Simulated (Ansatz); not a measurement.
Cd(I)2 anion (CdI2), SMILES [I][Cd][I] (connectivity only; charge and spin as stated), charge -1, multiplicity 2.

Geometry: PBE-D3(BJ)/def2-SVPD. The spin state was assumed, not searched. The isomer is the one that the SMILES or the coordinates give; other isomers of the formula were not compared. The def2 effective core potentials stand for the cores of Cd, I; spin–orbit coupling is left out.

Two levels are set side by side: PBE/def2-SVPD (Ansatz, a program for electronic structure) and CAM-B3LYP/def2-SVPD (Ansatz). Energy differences of separate SCF runs at the same geometry; the states with an electron removed or added have multiplicity 1. Differences are taken from unrounded values.

```json
[
 {"quantity": "vertical ionisation energy (eV)", "CAM-B3LYP": "2.86", "PBE": "2.65", "PBE minus CAM-B3LYP": "-0.21"}
]
```
